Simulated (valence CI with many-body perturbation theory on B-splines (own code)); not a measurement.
## Cs L: calculated level list

Level of theory: valence CI with perturbative core correlation (CI+MBPT): four valence electrons over a frozen Dirac-Fock core [He], a basis of 11 s, 11 p, 10 d, 8 f, 5 g, 2 h functions for each j, with the one-electron correlation potential Σ1, the two-electron term Σ2, the three-electron term Σ3, Breit, model QED; selected CI, second order for the rest, scaled by the run's own slope (own B-spline code, finite nucleus).

The last digits are not significant, and no measured levels were compared; by estimate large intervals hold to a few tenths of a per cent, small ones and those within an open d or f shell to about a per cent. Among the levels kept, up to 890 cm⁻¹ of a level comes from second order outside the variational space, and about a tenth of that is noise between levels of different J, which matters for small intervals.

Levels 91 to 135 of 208, with energies above the lowest level, (2s^2 2p1/2^2) J=0. "Leading %" is the weight of the configuration and term that name the level; weights of strongly mixed levels are sums over their largest components and can fall short, so below about 35 % the name and the second component can differ from the true leading terms, or belong to a minority configuration. In the jj column 3d3/2^4 stands for four electrons in 3d with j = 3/2. Lifetimes count E1, E2, E3, M1 and M2 decay at the calculated energies, and are blank where another channel may lead or the interval is too uncertain; long ones can be off by a factor of two.

| No. | Configuration | Term | J | E (× 10³ cm⁻¹) | Leading % | Lifetime | Second component | Leading jj |
| --- | --- | --- | --- | --- | --- | --- | --- | --- |
| 91 | 2s 2p2 3p | 3P° | 0 | 48646 | 81 | 276 fs | 18 % 2s 2p2 3p 1S° | 2s 2p1/2 2p3/2 3p3/2 (99 %) |
| 92 | 2s 2p2 3p | 1D° | 2 | 48646 | 36 | 15.8 fs | 32 % 2s 2p2 3p 3D° | 2s 2p1/2 2p3/2 3p3/2 (93 %) |
| 93 | 2s 2p2 3d | 5D | 2 | 48666 | 32 | 3.19 fs | 21 % 2s 2p2 3d 3P | 2s 2p1/2 2p3/2 3d5/2 (81 %) |
| 94 | 2s 2p2 3d | 5P | 2 | 48678 | 36 | 1.71 fs | 17 % 2s 2p2 3d 3P | 2s 2p1/2 2p3/2 3d3/2 (80 %) |
| 95 | 2s 2p2 3p | 3P° | 1 | 48703 | 52 | 119 fs | 24 % 2s 2p2 3p 1P° | 2s 2p1/2 2p3/2 3p3/2 (98 %) |
| 96 | 2s 2p2 3d | 5P | 1 | 48705 | 33 | 1.49 fs | 26 % 2s 2p2 3d 3P | 2s 2p1/2 2p3/2 3d3/2 (92 %) |
| 97 | 2s 2p2 3d | 3F | 3 | 48745 | 47 | 1.58 fs | 16 % 2s 2p2 3d 5D | 2s 2p1/2 2p3/2 3d5/2 (71 %) |
| 98 | 2s 2p2 3d | 3D | 1 | 48773 | 33 | 2.95 fs | 19 % 2s 2p2 3d 3P | 2s 2p1/2 2p3/2 3d5/2 (89 %) |
| 99 | 2p3 3s | 3P° | 2 | 48776 | 32 | 17.9 fs | 21 % 2p3 3s 5S° | 2p1/2^2 2p3/2 3s (70 %) |
| 100 | 2s 2p2 3d | 3G | 5 | 48785 | 56 | 51.5 ps | 44 % 2s 2p2 3d 5F | 2s 2p1/2 2p3/2 3d5/2 (99 %) |
| 101 | 2p3 3s | 1P° | 1 | 48836 | 21 | 12.8 fs | 21 % 2p3 3s 3D° | 2p1/2^2 2p3/2 3s (72 %) |
| 102 | 2s 2p2 3d | 3F | 2 | 48894 | 47 | 7.68 fs | 38 % 2s 2p2 3d 3P | 2s 2p1/2 2p3/2 3d5/2 (56 %) |
| 103 | 2s 2p2 3d | 3D | 3 | 48934 | 50 | 2.86 fs | 26 % 2s 2p2 3d 1F | 2s 2p1/2 2p3/2 3d5/2 (89 %) |
| 104 | 2s 2p2 3d | 3F | 4 | 48984 | 55 | 1.80 fs | 27 % 2s 2p2 3d 1G | 2s 2p1/2 2p3/2 3d5/2 (89 %) |
| 105 | 2s 2p2 3d | 3G | 3 | 48998 | 51 | 10.2 fs | 19 % 2s 2p2 3d 3F | 2s 2p1/2 2p3/2 3d3/2 (93 %) |
| 106 | 2s 2p2 3d | 3D | 1 | 49012 | 59 | 2.07 fs | 10 % 2s 2p2 3d 3P | 2s 2p1/2 2p3/2 3d5/2 (78 %) |
| 107 | 2s 2p2 3d | 3D | 1 | 49050 | 59 | 7.45 fs | 16 % 2s 2p2 3d 1P | 2s 2p1/2 2p3/2 3d3/2 (91 %) |
| 108 | 2s 2p2 3d | 3F | 2 | 49060 | 33 | 2.27 fs | 18 % 2s 2p2 3d 3D | 2s 2p1/2 2p3/2 3d3/2 (57 %) |
| 109 | 2s 2p2 3d | 3P | 0 | 49076 | 79 | 1.85 fs | 18 % 2s 2p2 3d 1S | 2s 2p1/2 2p3/2 3d5/2 (90 %) |
| 110 | 2s 2p2 3d | 1D | 2 | 49097 | 33 | 2.11 fs | 10 % 2s 2p2 3d 3F | 2s 2p1/2 2p3/2 3d3/2 (52 %) |
| 111 | 2s 2p2 3d | 1P | 1 | 49148 | 22 | 3.35 fs | 13 % 2p3 3p 5P | 2p1/2^2 2p3/2 3p1/2 (58 %) |
| 112 | 2s 2p2 3d | 1P | 1 | 49212 | 24 | 3.18 fs | 16 % 2s 2p2 3d 3D | 2s 2p1/2 2p3/2 3d3/2 (56 %) |
| 113 | 2s 2p2 3d | 3P | 0 | 49217 | 57 | 1.87 fs | 41 % 2s 2p2 3d 1S | 2s 2p1/2 2p3/2 3d3/2 (92 %) |
| 114 | 2p3 3p | 3D | 2 | 49237 | 12 | 8.69 fs | 9 % 2p3 3p 3F | 2p1/2^2 2p3/2 3p1/2 (51 %) |
| 115 | 2s 2p2 3d | 3D | 3 | 49256 | 41 | 7.84 fs | 28 % 2s 2p2 3d 3F | 2s 2p1/2 2p3/2 3d5/2 (96 %) |
| 116 | 2s 2p2 3d | 3F | 4 | 49286 | 42 | 7.34 fs | 33 % 2s 2p2 3d 3G | 2s 2p1/2 2p3/2 3d5/2 (99 %) |
| 117 | 2s 2p2 3d | 3P | 2 | 49364 | 46 | 1.50 fs | 20 % 2s 2p2 3d 3D | 2s 2p1/2 2p3/2 3d5/2 (95 %) |
| 118 | 2s 2p2 3d | 1F | 3 | 49370 | 42 | 1.67 fs | 32 % 2s 2p2 3d 3F | 2s 2p1/2 2p3/2 3d5/2 (97 %) |
| 119 | 2s 2p2 3d | 3P | 1 | 49371 | 48 | 2.26 fs | 26 % 2s 2p2 3d 3S | 2s 2p1/2 2p3/2 3d5/2 (96 %) |
| 120 | 2s 2p2 3d | 3D | 2 | 49390 | 47 | 2.43 fs | 22 % 2s 2p2 3d 1D | 2s 2p1/2 2p3/2 3d5/2 (97 %) |
| 121 | 2s 2p2 3s | 5P | 3 | 49733 | 56 | 50.7 fs | 42 % 2s 2p2 3s 3D | 2s 2p3/2^2 3s (98 %) |
| 122 | 2s 2p2 3s | 3P | 2 | 49880 | 51 | 13.9 fs | 21 % 2s 2p2 3s 1D | 2s 2p3/2^2 3s (98 %) |
| 123 | 2p3 3p | 3D | 3 | 50037 | 46 | 8.99 fs | 28 % 2p3 3p 5P | 2p1/2^2 2p3/2 3p3/2 (96 %) |
| 124 | 2p3 3p | 3P | 1 | 50039 | 36 | 7.87 fs | 23 % 2p3 3p 1P | 2p1/2^2 2p3/2 3p3/2 (97 %) |
| 125 | 2p3 3p | 3P | 2 | 50195 | 41 | 7.91 fs | 16 % 2p3 3p 1D | 2p1/2^2 2p3/2 3p3/2 (96 %) |
| 126 | 2s 2p2 3p | 3P° | 2 | 50325 | 28 | 23.0 fs | 21 % 2s 2p2 3p 5P° | 2s 2p3/2^2 3p1/2 (98 %) |
| 127 | 2p3 3p | 3P | 0 | 50343 | 72 | 8.45 fs | 25 % 2p3 3p 1S | 2p1/2^2 2p3/2 3p3/2 (96 %) |
| 128 | 2s 2p2 3p | 3D° | 3 | 50352 | 44 | 9.25 fs | 17 % 2s 2p2 3p 5D° | 2s 2p3/2^2 3p1/2 (98 %) |
| 129 | 2s 2p2 3s | 3S | 1 | 50361 | 68 | 20.5 fs | 17 % 2s 2p2 3s 3P | 2s 2p3/2^2 3s (98 %) |
| 130 | 2s 2p2 3s | 1P | 1 | 50405 | 47 | 10.9 fs | 27 % 2s 2p2 3s 3D | 2s 2p3/2^2 3s (98 %) |
| 131 | 2s 2p2 3s | 3P | 2 | 50419 | 65 | 44.6 fs | 16 % 2s 2p2 3s 1D | 2s 2p3/2^2 3s (97 %) |
| 132 | 2p3 3d | 3D° | 2 | 50463 | 32 | 33.0 fs | 20 % 2p3 3d 3F° | 2p1/2^2 2p3/2 3d3/2 (96 %) |
| 133 | 2p3 3d | 3F° | 3 | 50508 | 27 | 159 fs | 20 % 2p3 3d 3D° | 2p1/2^2 2p3/2 3d3/2 (93 %) |
| 134 | 2s 2p2 3s | 1S | 0 | 50523 | 69 | 28.2 fs | 30 % 2s 2p2 3s 3P | 2s 2p3/2^2 3s (98 %) |
| 135 | 2p3 3d | 3D° | 1 | 50533 | 31 | 8.68 fs | 27 % 2p3 3d 5D° | 2p1/2^2 2p3/2 3d3/2 (97 %) |

Where two levels of one J and parity lie close, their mixing, g and order are uncertain.
